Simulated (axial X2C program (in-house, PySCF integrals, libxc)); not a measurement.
# TmNC⁺: a free-ion multiplet in an axial field

Computed with an in-house all-electron X2C program for linear molecules (integrals from PySCF): two-component X2C with atomic mean-field Coulomb and Gaunt terms, basis Tm dyall-v3z, N dyall-v3z, C dyall-v3z (cores contracted in-house). Orbitals come from Hartree–Fock averaged over the configuration Tm f13 s0; CI then distributes these electrons over the f, s shells of Tm.

Tm–N–C held linear, bonds 2.185 and 1.170 Å (the second held).

Which level do Hund's rules give for f13, how many Ω levels does it split into, and what is its Landé factor?

S = 1/2, L = 3, J = 7/2 (2F7/2). It gives Ω = 1/2 to 7/2, 4 levels. gJ = 3/2 + [S(S+1) − L(L+1)]/[2J(J+1)] = 1.143, so g∥ = 2gJΩ.

The computed levels compare thus:

```csv
Ω,energy (cm⁻¹),g∥ computed,2gJΩ
1/2,0,1.17,1.14
3/2,215,3.46,3.43
5/2,546,5.75,5.71
7/2,1040,8.00,8.00
```

The 4 lowest levels are just these Ω; they span 1040 cm⁻¹, the lowest has Ω = 1/2, and the next level lies at 8637 cm⁻¹. Departures of g∥ from 2gJΩ come from intermediate coupling and from mixing with the higher-lying level J − 1 of the term. The computed g∥ is the magnitude of 2⟨Lz + ge Sz⟩.

Dynamic correlation is missing, so gaps between terms are too wide and other configurations may lie lower; the lowest level listed is that of this model, not necessarily the ground state. At most 4 roots were kept for each Ω > 0 (twice that for Ω = 0) within 2.2 eV of the lowest, so higher up levels can be missing between those listed; levels with Ω > 0 are doubly degenerate and listed once, Ω = 0 levels singly. States that fill the shells left empty in the average are placed too high. The molecule was held linear; bending was not examined.
